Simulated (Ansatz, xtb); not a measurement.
**C5H7BrSi: which of two isomers lies lower**

Structure X: `CC1=C(Br)C=C[SiH2]1`, a singlet. Structure Y: `BrC1=CCC=C[SiH2]1`, a singlet. Both are isolated molecules in the gas phase, relaxed with B3LYP-D3(BJ)/def2-SVP.

Quicker runs give these differences E(Y) − E(X): GFN2-xTB +7.72 kJ/mol; HF/STO-3G −6.22 kJ/mol (at GFN2-xTB geometries); r2SCAN-D4/def2-SVP −5.03 kJ/mol (at GFN2-xTB geometries).

Q: Estimate which is lower in electronic energy at CCSD(T)/def2-SVP + ΔMP2/def2-TZVPP, and by roughly how much.

A: Too close to call at this level: CCSD(T)/def2-SVP + ΔMP2/def2-TZVPP gives E(Y) − E(X) = −2.01 kJ/mol.

Level by level:

```json
{"level": "GFN2-xTB", "geometry": "GFN2-xTB", "E(Y) − E(X) (kJ/mol)": "+7.72", "departure from the last row (kJ/mol)": "+9.73", "job, with rough time for the two": "optimisation, 0.16 s"}
{"level": "HF/STO-3G", "geometry": "GFN2-xTB", "E(Y) − E(X) (kJ/mol)": "−6.22", "departure from the last row (kJ/mol)": "−4.21", "job, with rough time for the two": "single point, 0.58 s"}
{"level": "r2SCAN-D4/def2-SVP", "geometry": "GFN2-xTB", "E(Y) − E(X) (kJ/mol)": "−5.03", "departure from the last row (kJ/mol)": "−3.02", "job, with rough time for the two": "single point, 4.9 s"}
{"level": "B3LYP-D3(BJ)/def2-SVP", "geometry": "B3LYP-D3(BJ)/def2-SVP", "E(Y) − E(X) (kJ/mol)": "−6.21", "departure from the last row (kJ/mol)": "−4.20", "job, with rough time for the two": "optimisation, 39 s"}
{"level": "HF/def2-SVP", "geometry": "B3LYP-D3(BJ)/def2-SVP", "E(Y) − E(X) (kJ/mol)": "−17.09", "departure from the last row (kJ/mol)": "−15.08", "job, with rough time for the two": "part of the CCSD(T) run"}
{"level": "MP2/def2-SVP", "geometry": "B3LYP-D3(BJ)/def2-SVP", "E(Y) − E(X) (kJ/mol)": "+4.94", "departure from the last row (kJ/mol)": "+6.95", "job, with rough time for the two": "part of the CCSD(T) run"}
{"level": "CCSD(T)/def2-SVP", "geometry": "B3LYP-D3(BJ)/def2-SVP", "E(Y) − E(X) (kJ/mol)": "−2.13", "departure from the last row (kJ/mol)": "−0.11", "job, with rough time for the two": "single point"}
{"level": "CCSD(T)/def2-SVP + ΔMP2/def2-TZVPP", "geometry": "B3LYP-D3(BJ)/def2-SVP", "E(Y) − E(X) (kJ/mol)": "−2.01", "departure from the last row (kJ/mol)": "", "job, with rough time for the two": "single point, 2.1 min"}
```

As drawn, both hold the same kinds of bond in the same numbers. Structure X has 1 methyl group, Y 0. Structure X has a 5-membered ring, Y a 6-membered ring.

The largest departure from CCSD(T)/def2-SVP + ΔMP2/def2-TZVPP is that of HF/def2-SVP, 15.08 kJ/mol. The last row adds to CCSD(T) the change of the MP2 difference between the two basis sets, here +0.11 kJ/mol.

With thermal terms from frequencies at re-optimised GFN2-xTB minima (ideal gas, soft modes damped towards free rotors, one conformer each, 298.15 K, 1 atm): the zero-point term adds +1.65 kJ/mol; ΔH is −1.73 and ΔG +1.09 kJ/mol.

The correlated steps freeze 19 core orbitals; the filled d shell of Br is correlated, in a basis made for valence electrons. Programs: Ansatz 0.2.0, xtb 6.7.1; the last row on 4 threads of Arm Neoverse V1 on a shared host.
